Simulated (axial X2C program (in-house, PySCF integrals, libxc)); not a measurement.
CoSi: from the spin-free to the two-component result

Computed with an axial X2C code built on PySCF integrals. Spin-free means the one-electron spin-free X2C Hamiltonian; two-component (2c) means X2C with spin–orbit coupling and atomic mean-field two-electron Coulomb and Gaunt terms, so the difference of the two also holds small scalar two-electron terms. Basis: Co dyall-cv3z [9s10p6d3f2g], Si dyall-v3z [8s7p2d1f] (cores contracted in-house); Gaussian nuclei, density fitting, unrestricted open shells. Masses: Co 58.933 u, Si 27.977 u.

Spin-free state: M_S = 1/2, Λ = 3 (beyond evenly filled blocks: σα, π+β, δ+α, δ+β, δ-α); fragments Co + Si.

| level | Re (Å) | ωe (cm⁻¹) | De (eV) | μ (D) |
| --- | --- | --- | --- | --- |
| PBE0 | 2.255 | 346.7 | 1.953 | -2.35 |
| BP86 | 2.181 | 347.3 | 2.739 | -1.91 |

Dipoles are positive if Si is the positive end.

Two-component determinant lowest at the distance of the search:

Ω = 7/2 (⟨Sz⟩ = 0.50, ⟨Lz⟩ = 3.00 at PBE0); fragments Co + Si.

```csv
level,Re (Å),ωe (cm⁻¹),μ (D)
PBE0,2.255,346.4,-2.35
BP86,2.181,347.2,-1.91
```

From the two tables, how do the constants change at the PBE0 level (2c against spin-free)?

At the PBE0 level Re is unchanged within 0.001 Å and ωe drops by 0.3 cm⁻¹.

The state is one determinant whose occupation by symmetry is held fixed; it was picked as the lowest of a PBE0 search that is not exhaustive. Dissociation energies refer to the lowest single-determinant-based atoms at the same level and basis. De is not given where an atomic determinant may have missed its ground term or J level, or where the truncated virtual space spoils (T). Density functionals use the spin component along the axis (collinear). PBE0 can misorder states that lie within some tenths of an eV, so this need not be the ground state of the molecule. The nearest other spin-free determinant of the search, M_S = 3/2, Λ = 1, lies 0.05 eV up at the distance of the search. Without a current term, density functionals place determinants with orbital angular momentum somewhat too high. With several unpaired electrons one determinant need not be a pure state. A state of lower Ω lies just above, and one determinant can place such states too high, so the state shown need not be the lowest. The search has Ω = 5/2 only 0.05 eV up. At some level and bond length an empty orbital lies below a filled one. The determinant is spin-polarised beyond a pure state at some levels (its spin-free form has ⟨S²⟩ too high), which makes Re and μ there less reliable.
